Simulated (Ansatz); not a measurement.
Spin states of CdCl₃⁻ (the lowest singlet isomer of a short search), each relaxed with PBE0-D4/def2-SVPD in Ansatz. Electronic energies in the gas phase.

In the def2 sets Cd takes a core potential, while STO-3G treats all electrons; there is no spin–orbit coupling. HSE06 is defined as in plane-wave codes, on full-range PBE exchange. Correlated methods freeze 15 core orbitals; core or outer-core shells of Cd are correlated, in sets that lack core-valence functions. HOMO above LUMO, or a gap near zero within one spin, warns that the state may not be the lowest or that an electron is smeared out. In the triplet, Cl3 and Cl4 lie 2.65 Å apart (atoms count from 1), so these atoms are partly bonded to each other. In the quintet geometry the species has come apart into loosely held pieces. In the quintet, Cl3 and Cl4 lie 2.63 Å apart (atoms count from 1), so these atoms are partly bonded to each other. The structure comes from a short search, and lower isomers may exist.

Singlet geometry (D3h within 0.1 Å):

```tsv
atom	x (Å)	y (Å)	z (Å)
Cd1	0.000	0.000	0.000
Cl2	1.805	1.413	0.780
Cl3	0.412	-1.648	-1.725
Cl4	-2.217	0.235	0.946
```

Triplet geometry (Cs within 0.1 Å):

Cartesian coordinates in Å:
```
Cd 0.550 -0.070 -0.935
Cl 0.348 2.415 -1.112
Cl 0.690 -1.032 1.684
Cl -1.588 -1.313 0.363
```

Quintet geometry (Cs within 0.1 Å):

Cartesian coordinates in Å:
```
Cd 0.5188 0.2507 0.0605
Cl 2.9206 -2.2172 -1.6910
Cl -2.2415 -0.1009 0.2829
Cl -1.1979 2.0674 1.3476
```

Only these spin states were relaxed. The quintet has fallen apart into loose fragments. The quintet has other bonds than the singlet, so the gap mixes isomer and spin.

| level | triplet − singlet (kcal/mol) | quintet − singlet (kcal/mol) | lowest of these | remarks |
| --- | --- | --- | --- | --- |
| HF/STO-3G | 138.4 | 329.4 | singlet | HOMO above zero (quintet), HOMO above zero (triplet) |
| PBE-D4/def2-TZVPD | 72.3 | 198.0 | singlet | HOMO above zero (quintet), gap within one spin near zero (quintet) |
| r2SCAN-D4/def2-TZVPD | 75.8 | 203.8 | singlet | HOMO above zero (quintet), gap within one spin near zero (quintet) |
| PBE0-D4/def2-TZVPD | 78.6 | 209.4 | singlet | HOMO above zero (quintet) |

(1) Estimate the rows for revPBE-D4/def2-TZVPD, HSE06-D4/def2-TZVPD, BHLYP-D4/def2-TZVPD, RPA@PBE/def2-TZVPD.

(2) How do the metal–ligand distances follow the spin state?

Answers

(1) 
```
               level  triplet − singlet (kcal/mol)  quintet − singlet (kcal/mol)  lowest of these                                                             remarks
revPBE-D4/def2-TZVPD                          70.9                         194.1          singlet  HOMO above zero (quintet), gap within one spin near zero (quintet)
 HSE06-D4/def2-TZVPD                          78.4                         208.9          singlet  HOMO above zero (quintet), gap within one spin near zero (quintet)
 BHLYP-D4/def2-TZVPD                          81.6                         210.3          singlet                                           HOMO above zero (quintet)
  RPA@PBE/def2-TZVPD                          78.6                         189.7          singlet                                                                   –
```



(2) 
```json
{"state": "singlet", "donor atoms": "3", "mean metal–ligand distance (Å)": "2.421", "range (Å)": "2.42–2.42", "Mulliken spin on the metal (PBE0)": "0"}
{"state": "triplet", "donor atoms": "3", "mean metal–ligand distance (Å)": "2.695", "range (Å)": "2.50–2.79", "Mulliken spin on the metal (PBE0)": "0.91"}
{"state": "quintet", "donor atoms": "2", "mean metal–ligand distance (Å)": "2.802", "range (Å)": "2.79–2.81", "Mulliken spin on the metal (PBE0)": "1.92"}
```

⟨S²⟩ at PBE0-D4/def2-TZVPD: singlet 0.00 (pure 0.00), triplet 2.01 (pure 2.00), quintet 6.01 (pure 6.00).
